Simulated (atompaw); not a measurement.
**What one change does to a pseudopotential (cadmium (Cd), PAW (atompaw))**

| Quantity | Value |
| --- | --- |
| Element | Cd |
| Generator | atompaw 4.2.0.5 |
| Type | PAW |
| Functional | PBE |
| Relativity | scalar-relativistic |
| Frozen core | [Kr] 4d10 |
| Valence charge | 2 |
| Reference configuration | 5s1.5 5p0.5 |
| Partial waves | 5s (bound): rc 2.60 bohr; 5s channel at 2.05 Ry: rc 3.00 bohr; 5p (bound): rc 2.45 bohr; 5p channel at 1.55 Ry: rc 3.00 bohr; 5d channel at 0.2 Ry: rc 3.00 bohr; 5d channel at 1 Ry: rc 3.00 bohr |
| Local potential | bessel scheme, radius 2.60 bohr |
| Core correction | smooth core density matched at 1.65 bohr |
| Augmentation charge | besselshape compensation charge, radius 2.40 bohr; PAW radius 3.00 bohr; waves and projectors: custom polynom vanderbiltortho |

Change: augmentation besselshape compensation charge, radius 2.40 bohr; PAW radius 3.00 bohr; waves and projectors: custom rrkj vanderbiltortho.

Cutoffs: the cutoffs (Ry, on a coarse ladder) from which the occupation-weighted sum of valence levels, in a spherical-Bessel basis at the reference potential, stays within 10 and 1 mRy of its value at 400 Ry; they do not see the model core or the augmentation charge, which bear on the density cutoff.

**Question.** What does the change do?

**Answer.** Both files are very soft, the changed one slightly softer (loose and tight cutoff 6 and 8 Ry → 6 and 6 Ry on this coarse ladder); both files keep a bound ghost (d); the range in which the s phases agree widens (upper end 3.0 → at the end of the scan).

| quantity | base | changed |
| --- | --- | --- |
| cutoff, loose | 6 Ry | 6 Ry |
| cutoff, tight | 8 Ry | 6 Ry |
| bound ghosts | d | d |
| s: phases at 3.02 bohr within 0.05 rad from the reference energy up to (Ry; the scan ends near 5) | 3.0 | to the end of the scan |
| p: phases at 3.02 bohr within 0.05 rad from the reference energy up to (Ry; the scan ends near 5) | 3.7 | 3.3 |
| d: phases at 3.02 bohr within 0.05 rad from the reference energy up to (Ry; the scan ends near 5) | 3.9 | 3.3 |
| lowest overlap eigenvalue by channel | s 0.13, p 0.22, d 0.89 | s 0.69, p 0.45, d 0.88 |

 A true bound ghost makes a file unfit for plane-wave use even where its test errors are small: the radial tests pick states by their node count and pass the ghost by. The cutoffs see the waves, projectors and local potential, not the compensation charge or the core.
